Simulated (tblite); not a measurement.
Start geometry of `COC1=CC=CC(=O)C=C1` from a force field or distance geometry (Å):
```
atom  x, y, z in Å
C1     3.0395   -0.0056    0.3318
O2     1.9208   -0.7263   -0.1066
C3     0.6345   -0.3042   -0.1964
C4     0.2937    1.0005    0.1359
C5    -0.9987    1.4926    0.2806
C6    -2.2265    0.8583    0.2915
C7    -2.4877   -0.4635   -0.0586
O8    -3.6162   -0.9265    0.2028
C9    -1.6114   -1.3527   -0.6654
C10   -0.2369   -1.2902   -0.6612
H11    3.4582    0.6893   -0.4240
H12    3.8527   -0.7523    0.5166
H13    2.8216    0.4548    1.3109
H14    1.1138    1.6547    0.3220
H15   -1.0940    2.5757    0.3787
H16   -3.0930    1.4178    0.6219
H17   -2.0700   -2.1764   -1.2022
H18    0.2911   -2.1396   -1.0900
```

Question: What comes out of this run: GFN2-xTB geometry optimisation, gas phase (tblite)?

Answer: 
```
atom  x, y, z in Å
C1     3.017    0.055    0.177
O2     1.951   -0.799   -0.159
C3     0.668   -0.361   -0.080
C4     0.328    0.897    0.328
C5    -0.968    1.455    0.437
C6    -2.187    0.924    0.185
C7    -2.576   -0.398   -0.278
O8    -3.762   -0.665   -0.440
C9    -1.571   -1.425   -0.559
C10   -0.229   -1.406   -0.481
H11    3.046    0.937   -0.470
H12    3.920   -0.534    0.021
H13    2.968    0.369    1.224
H14    1.128    1.569    0.605
H15   -0.966    2.483    0.781
H16   -3.047    1.563    0.345
H17   -2.033   -2.348   -0.891
H18    0.303   -2.309   -0.756
```

The energy falls by 0.571 eV over 105 L-BFGS steps, the largest force on an atom goes from 3.83 to 0.008 eV/Å, and the atoms move by 0.332 Å rms after alignment. The bond that changes most is C7–C9 (ring carbonyl carbon to unsaturated ring CH carbon), which lengthens by 0.076 Å. Bonds longer at the end by more than 0.005 Å: 6 of 18; shorter: 8. Among the angles that change most is C1–O2–C3, from 128.1° to 120.4°. Among the dihedrals that turn most is O8–C7–C9–H17, from 24° to 0°. Rotational constants go from 3318, 850.7, 695.6 to 3389, 837.5, 674.5 MHz. The orientation of the end geometry is arbitrary; only internal coordinates are fixed.

The run took 0.56 s on one thread, Intel Xeon 6975P-C (x86_64), no GPU, shared host with 192 logical CPUs at a one-minute load of 30.

Its GFN2-xTB frequencies are all real (lowest 33 cm⁻¹). The numbers are those of one conformer. 2 starts were optimised and ended at 0.00 and 1.79 kcal/mol (GFN2-xTB); the lowest of these is shown.

All values are computed, not measured.
